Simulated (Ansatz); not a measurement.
Species: MnI, charge 0, multiplicity 7. The spin state was set by rule; other spins were not relaxed. SMILES: [I][Mn]
Geometry from a B3LYP-D3(BJ)/def2-TZVP (Ansatz, a program for electronic structure) optimisation:
```xyz
2

Mn     0.0000     0.0000    -1.7823
I      0.0000     0.0000     0.8407
```
Charge 0, spin multiplicity 7.

Wanted: vertical ionisation energy (to the sextet state of charge +1; each state is the SCF solution reached for its spin), in eV. Valence correlation only, unless marked. UHF or UKS for open shells. Spin-orbit coupling is left out. Frozen are the shells of the preceding noble gas and the d and f shells that filled before the atom's block. Past Kr the def2 sets carry scalar-relativistic core potentials. CBS marks a two-point X^-3 extrapolation of the correlation energy; Hartree-Fock from the larger set.

```tsv
level	program	vertical ionisation energy (eV)
PBE/def2-TZVPD	Ansatz	7.42
r2SCAN/def2-TZVPD	Ansatz	7.72
PBE0/def2-TZVPD	Ansatz	7.67
CAM-B3LYP/def2-TZVPD	Ansatz	7.71
wB97M-V/def2-TZVPD	Ansatz	7.61
CCSD/def2-QZVPPD	Ansatz	7.66
CCSD/CBS(def2-TZVPPD,def2-QZVPPD)	Ansatz	7.70
CCSD(T)/def2-SVPD	Ansatz	7.50
CCSD(T)/def2-TZVPPD	Ansatz	7.60
CCSD(T)/CBS(def2-TZVPPD,def2-QZVPPD)	Ansatz	7.69
```
